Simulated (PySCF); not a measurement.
Calculation: PBE-D3(BJ)/def2-TZVP // PBE-D3(BJ)/def2-SVP in PySCF 2.14.0. Gas-phase values, no solvent. 

Reference species: [Zr(F)4] (neutral, multiplicity 1).

| Property | Value |
|---|---|
| LUMO | -2.35 eV |
| coordination number | 4 |
| HOMO–LUMO gap | 7.78 eV |

Changed species: [Ti(F)4] (M = Ti; the reference has M = Zr).

Task: Predict the effect on the LUMO, coordination number and HOMO–LUMO gap.

Result: the LUMO falls by 1.75 eV, to -4.10 eV; the coordination number hardly moves; the HOMO–LUMO gap falls by 1.45 eV, to 6.33 eV.
